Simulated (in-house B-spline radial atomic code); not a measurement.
## Response and correlation of Bi LXXX (Bi79+)

Closed shell [He] 2s2. Computed with a B-spline radial code for spherical atoms: Dirac-Hartree-Fock, relativistic RPA (time-dependent Dirac-Hartree-Fock) for the response and second-order many-body perturbation theory for correlation, no-pair Dirac-Coulomb Hamiltonian, finite nucleus.

Command:
```bash
python run_mb.py task.json out
```
Settings (nuclear radius in fm, box in bohr, cutoff in hartree):
```
basis_form          2
Z                   83
core_configuration  [He] 2s2
rms_radius          5.5211
mass_number         209
speed_of_light      137.036
box_radius          1.351
lmax                7
intervals           54
virtual_cutoff      172225.0
```

Time taken, with all properties: 0.2 s on 1 thread of AMD EPYC 9R45 (shared host).

```tsv
multipole (bohr³, bohr⁵, bohr⁷)	uncoupled	coupled RPA
dipole	8.6577e-05	?
quadrupole	5.2726e-08	5.3433e-08
octupole	3.4182e-10	3.4497e-10
```

Question: What is the coupled dipole polarisability?

Answer: 0.0001339 atomic units, +55 % against the uncoupled value.

Question: Which subshells carry the dipole polarisability?

Answer: 2s1/2 100.0 %, 1s1/2 0.0 %.

Question: What does the dipole shielding factor come to?

Answer: The dipole shielding factor is 0.048, against the exact N/Z = 4/83 = 0.048 of the non-relativistic theorem.

Dipole polarisability at imaginary frequency:

| u (Eh) | α(iu) (bohr³) |
| --- | --- |
| 0 | 0.0001339 |
| 14.3 | 6.016e-05 |
| 35.8 | 3.568e-05 |
| 71.6 | 2.498e-05 |
| 107 | 1.831e-05 |
| 143 | 1.371e-05 |
| 215 | 8.573e-06 |
| 286 | 6.08e-06 |
| 358 | 4.646e-06 |
| 501 | 3.108e-06 |
| 716 | 1.994e-06 |
| 1070 | 1.164e-06 |
| 1430 | 7.702e-07 |
| 2150 | 4.197e-07 |
| 3580 | 1.888e-07 |
| 7160 | 5.773e-08 |

Question: What dispersion coefficients follow for two such ions (the dispersion part alone)?

Answer: C6 = (3/π)∫α(iu)²du = 2.484e-07 hartree·bohr⁶ and C8 = 1.787e-09 hartree·bohr⁸.

Lowest J = 1 odd-parity excitations:

```
energy (eV)  oscillator strength  leading channel  weight
     238.89              0.00777     2s1/2 → p1/2   0.999
     2857.6                0.333     2s1/2 → p3/2   0.999
      14536                0.264     2s1/2 → p1/2     1.0
      15295                0.316     2s1/2 → p3/2     1.0
      19384               0.0605     2s1/2 → p1/2     1.0
      19700               0.0917     2s1/2 → p3/2     1.0
      21578               0.0241     2s1/2 → p1/2     1.0
      21737               0.0399     2s1/2 → p3/2     1.0
```

Second-order correlation energy by the highest angular momentum of the excited pair (hartree): s -0.02617, p -0.2576, d -0.0112, f -0.002911, g -0.001078, h -0.000476, i -0.0002457, k -0.0001395.

Question: What is the second-order correlation energy at the partial-wave limit?

Answer: The listed waves sum to -0.29985 hartree; extrapolating the increments as (l + 1/2)⁻⁴ gives -0.30014 hartree, -2.04 eV per electron.
